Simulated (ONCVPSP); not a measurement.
## Potentials for zinc (Zn) compared

Generated with ld1.x 7.5 (TM, RRKJ, ultrasoft, PAW), atompaw 4.2 or ONCVPSP 4.0.1. The cutoff is in Ry: for ld1.x and atompaw files where the sum of valence levels is converged to 10 mRy in a Bessel basis, for ONCV files where the hardest occupied wave has 1 mHa per electron of residual kinetic energy. The error is the largest all-electron minus pseudo excitation energy over each file’s own four to seven test configurations (ionisations up to +4, promotions, holes and added fractions of an electron), all of which were solved. The labels leave out finer settings (local radius, basis sizes, second energies), which also bear on the numbers. Spin-polarised tests are not counted. The rows are a selection from randomly drawn settings: files with unsolved tests, undetermined cutoffs or missed reference levels are left out.

A true bound ghost makes a file unfit for plane-wave use even where its test errors are small: the radial tests pick states by their node count and pass the ghost by.

```csv
potential,cutoff (Ry),largest error (meV),bound ghosts
"ONCV, LDA (Perdew-Wang 92), scalar-relativistic, rc 0.70/1.10/0.70 (spd), local d, core correction yes, reference 3s2 3p6 3d10, qcut 8.3/12.1/17.9, projectors 2/3/0",881,-12,none
"ONCV, PBE, fully relativistic, rc 1.15/0.80/0.95/1.10 (spdf), local smoothed, core correction no, reference 3s2 3p6 3d10 4s2, qcut 12.5/21.6/14.3/11.7, projectors 2/1/2/2",225,-47,none
"ONCV, PBE, scalar-relativistic, rc 2.10/1.65/1.15 (spd), local smoothed, core correction yes, reference 3d10 4s2, qcut 3.8/4.5/14, projectors 2/2/2",150,-98,p
```

Task: Fill in the row for Zn: ONCV, PBE, scalar-relativistic, rc 0.90/0.65/1.35 (spd), local smoothed, core correction yes, reference 3s2 3p6 3d10 4s2, qcut 17.5/14.1/9.2, projectors 2/2/3.

Result: cutoff 191 Ry, largest error -362 meV, bound ghosts: none.

Task: Fill in the row for Zn: ONCV, PBE, scalar-relativistic, rc 1.10/0.90/1.15 (spd), local smoothed, core correction yes, reference 3s2 3p6 3d9, qcut 9/18.9/13.5, projectors 2/2/2.

Result: cutoff 161 Ry, largest error +29 meV, bound ghosts: none.
